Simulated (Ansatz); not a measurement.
A search over several starts for the lowest SCF solution of Sb₂As⁺ at the given spin, in a small basis.

```yaml
crystal:
  periodic: [false, false, false]
  atoms:
    - {symbol: As, position_ang: [0.285803, -1.011673, 0.974743]}
    - {symbol: Sb, position_ang: [-1.255135, 0.880938, 0.228061]}
    - {symbol: Sb, position_ang: [0.969332, 0.130735, -1.202795]}
basis:
  gaussian: {orbitals: def2-SVP}
total_charge: 1
magnetization: {spin_polarized: true, initial_magnetization: 0}
hamiltonian: {xc: pbe0, dispersion: d4}
output: {orbitals: {seedname: orbitals}}
```

```sh
$ ansatz run in.yaml --threads 4 --pin off --events-out ev --progress --plain --max-ram 3916MiB
```

Shortened log:

```
Functional definition: PBE0
984 factors; integrals over basis functions are off by at most 3.0e-4 eV
mean field evaluation 1: about -73894.5420 eV, gradient 1.4e1 eV
mean field evaluation 2: about -73890.6596 eV, gradient 2.6e1 eV
mean field evaluation 4: about -73896.1206 eV, gradient 8.8e-1 eV
mean field evaluation 8: about -73896.1540 eV, gradient 1.3e-2 eV
mean field evaluation 16: about -73896.1540 eV, gradient 8.7e-5 eV
mean field -73896.15396628 eV, -2715.6335696486 hartree, gradient 2.9e-5 eV, S^2 0.000000; 2 other end points of the search recorded, 0 dependent functions left out
reference -73896.15398693 eV, -2715.6335704075 hartree; 39, 39 occupied and 45, 45 virtual orbitals, 984 factors
Total energy: -73896.28765295 eV, -2715.6384825430 hartree
```

Run time 5.5 s (4 threads of Intel Xeon on a shared host).

In the def2 sets Sb takes a core potential; there is no spin–orbit coupling. The structure comes from a short search, and lower isomers may exist.
